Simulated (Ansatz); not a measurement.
Ideal-gas functions of `C#C[SiH2]N` at 800 K and 1 bar, from an Ansatz frequency run at PBE0-D4/def2-TZVP.

Molar mass 71.15 g/mol, point group Cs (symmetry number 1), electronic degeneracy 1, moments of inertia 29.047, 156.989, 177.216 u Å². Harmonic wavenumbers (cm⁻¹, unscaled): 144, 173, 241, 355, 430, 556, 616, 723, 733, 770, 861, 904, 917, 929, 1585, 2155, 2246, 2247, 3464, 3601, 3693.

Use S(trans) = R[1.5 ln M + 2.5 ln T − 1.1517]; rotational temperatures θ = 24.2544 K / I; S(rot) = R[ln(√π/σ · √(T³/θAθBθC)) + 1.5]; for each mode x = 1.438777 ν̃/T, S = R[x/(eˣ − 1) − ln(1 − e⁻ˣ)] and H = RT x/(eˣ − 1); 1 cm⁻¹ = 0.0119627 kJ/mol; R = 8.31446 J/(mol·K).

Question: By hand: the entropy, in J/(mol·K).

Answer: Translation 182.6. Rotation: θ = 0.835, 0.1545, 0.1369 K, giving 117.4. Vibration, mode by mode: 19.57, 18.06, 15.33, 12.18, 10.66, 8.65, 7.88, 6.69, 6.59, 6.24, 5.46, 5.13, 5.04, 4.95, 1.95, 0.86, 0.75, 0.75, 0.12, 0.10, 0.08, in all 137.0. Electronic 0.0. Sum 437.0 J/(mol·K).

Question: By hand: H − E and G − E in kJ/mol, counted from the electronic energy.

Answer: Zero-point energy ½ × 27343 × 0.0119627 = 163.5; thermal vibration 56.5; translation, rotation and pV give 4 RT = 26.6. H − E = 246.6 kJ/mol, and G − E = 246.6 − 800 × 437.0/1000 = -103.0 kJ/mol.

Vibration gives 31 % of the entropy, 19.6 J/(mol·K) of it from the mode under 150 cm⁻¹: soft modes count most, and the harmonic formula is weakest for them. The sum counts one conformer and one mirror image; others add a mixing term.
